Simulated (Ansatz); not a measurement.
```yaml
crystal:
  periodic: [false, false, false]
  atoms:
    - {symbol: C, position_ang: [-1.062770, -0.172614, 0.396605]}
    - {symbol: N, position_ang: [0.273742, 0.048500, -0.104526]}
    - {symbol: C, position_ang: [1.240803, -0.910354, 0.372705]}
    - {symbol: B, position_ang: [0.632477, 1.083612, -0.970678]}
    - {symbol: O, position_ang: [-0.144216, 2.054707, -1.503729]}
    - {symbol: H, position_ang: [-1.089662, -0.114646, 1.491134]}
    - {symbol: H, position_ang: [-1.759262, 0.573309, 0.008592]}
    - {symbol: H, position_ang: [-1.436802, -1.160508, 0.102988]}
    - {symbol: H, position_ang: [1.314376, -0.886673, 1.466976]}
    - {symbol: H, position_ang: [2.219340, -0.678565, -0.046682]}
    - {symbol: H, position_ang: [0.965682, -1.930208, 0.076727]}
    - {symbol: H, position_ang: [-1.076809, 2.038241, -1.256111]}
basis:
  gaussian: {orbitals: pcseg-2}
magnetization: {spin_polarized: true, initial_magnetization: 1}
hamiltonian: {xc: {name: TPSS}}
```

```sh
$ ansatz run in.yaml --threads 2 --pin off --events-out ev --progress --plain --max-ram 32768MiB --backend cpu
```

It prints (some lines left out):

```
Error: YAML parse error: error: line 19 column 19: hamiltonian.xc: no functional is named "TPSS"; the names, which are not case-sensitive, are SVWN5, SPW92, PBE, PBE0, PBEsol, revPBE, revPBE0, RPBE, rPW86-PBE, HSE06, wPBEh, LC-wPBE, HISS, HF, BLYP, B3LYP, B3LYP5, BHLYP, CAM-B3LYP, r2SCAN, r2SCANh, r2SCAN0, r2SCAN50, m-r2SCAN, B97, wB97, wB97X, wB97X-V, B97M-V, wB97M-V, B2PLYP, B2GP-PLYP, PBE0-DH, PBE-QIDH
17 |   gaussian: {orbitals: pcseg-2}
18 | magnetization: {spin_polarized: true, initial_magnetization: 1}
19 | hamiltonian: {xc: {name: TPSS}}
```

(1) What is wrong with this run?

Results:

(1) The method's name isn't one that the program takes here. The input was rejected before any iteration.

HSE06 is defined as in plane-wave codes.
